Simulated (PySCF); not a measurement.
Excitation energy of Ar²⁺ by level of theory

Ar²⁺ [Ne] 3s2 3p4 (3P) → Ar²⁺ [Ne] 3s1 3p4 3d1 (high-spin determinant), as a difference of total energies. Computed with PySCF 2.14 in dyall-av3z, with the non-relativistic Hamiltonian (point nucleus). Correlated levels: valence: [Ne] frozen; virtual orbitals above 40 to 60 times the deepest correlated orbital energy dropped. The calculations carry no spin-orbit coupling.

```csv
method,excitation energy (eV)
UHF,32.614
LDA,33.240
PBE,32.837
PBE0,33.069
r2SCAN,32.682
TPSSh,33.031
HSE06,33.092
LC-wPBE,33.181
PW91,32.861
MP2 (valence),33.182
SCS-MP2 (valence),33.324
```

Problem. How much does correlation contribute at MP2 (valence)?

Solution. 33.182 − (32.614) = 0.568 eV, measured against UHF.

The promoted electron is Rydberg-like, and one or two diffuse shells describe it only roughly, which tends to raise the upper state.

The determinant of the upper state mixes LS terms, which raises its energy above the lowest term, most at the Hartree-Fock and MP2 levels.
